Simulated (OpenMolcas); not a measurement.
In: effect of correlating more closed shells

```yaml
Program: OpenMolcas
Basis: ANO-RCC [10s9p8d5f3g]
Scalar_Hamiltonian: DKH2, point nucleus
Active_space: 1 electron in 9 orbitals (RAS2 5p; RAS3 5d 6s, at most 1 electron)
State_averaging: 2S+1 = 2 odd, 3 roots; 2S+1 = 2 even, 6 roots
Spin-orbit_coupling: RASSI with atomic mean-field integrals over the reference wave functions, term energies averaged over their components
```

Methods on the same reference wave functions:
A. RASSCF
B. SS-RASPT2, IPEA 0.25 Eh, imaginary shift 0.1 Eh (closed shells correlated: 4d 5s)
C. SS-RASPT2, IPEA 0.25 Eh, imaginary shift 0.1 Eh (closed shells correlated: 4s 4p 4d 5s)

Energies in cm⁻¹ above 5s² 5p ²P°_1/2, the measured ground level; measured values from NIST Handbook of Basic Atomic Spectroscopic Data.

```tsv
Level	A	B	C	Measured
5s² 5p ²P°_1/2	0.0	0.0	0.0	0.0
5s² 5p ²P°_3/2	1892	1892	1892	2213
5s² 6s ²S_1/2	28702	28550	28540	24373
5s² 5d ²D_3/2	36315	36820	36890	32892
5s² 5d ²D_5/2	36354	36860	36930	32916
```

Deviations, from unrounded energies. A percentage is the sum of absolute deviations over the sum of measured energies, with the sign that they share, or ± where signs differ.

```
                  Against measurement  Levels      A      B      C
       mean absolute deviation (cm-1)       4   2900   3100   3100
fine structure of the ground term (%)       1  -14.5  -14.5  -14.5
             other configurations (%)       3  +12.4  +13.4  +13.5
```

A lies closest to measurement on these levels and C furthest from it. The largest miss of A in the table is 5s² 6s ²S_1/2, by +4300 cm-1. The ranking rests on the paired levels alone, and a cruder setting can come out closer through cancelling errors.

Between B and C the level of the table that moves most is 5s² 5d ²D_3/2, by 71 cm-1 (lowest in B, highest in C). Moves below CASPT2's spread within the term are not significant.

The mean deviations of B to C differ by less than CASPT2's widest spread within a term (170 cm-1), so their order carries little weight.

The lowest spin-free term lies below A's lowest term by 0.493 hartree in B, 0.809 hartree in C.

What an inner shell adds also hangs on whether the basis holds functions to correlate it.

CASPT2 does not keep the components of a term degenerate, so their means are used; among the terms shown or strongly mixed into the levels shown the widest spread is 170 cm-1 (5s² 5d ²D, C). ANO sets are built for valence states and can reach diffuse excited orbitals poorly, and with the s shell closed the s pⁿ⁺¹ terms that mix with these levels are absent. With one active electron the reference holds no correlation, so core polarisation is missing (holds for A). With one active electron, CASPT2 adds the correlation within the correlated inactive shells and between them and that electron, and leaves the splitting within a term as the reference gives it (holds for B; C). Computed and measured levels are paired by configuration, term and J; levels that our copy of the source lacks, or whose pairing is in doubt (as where it misses far off the trend of its configuration), stay unpaired and out of the deviations. Levels of configurations outside the active space are missing.

° marks odd parity.
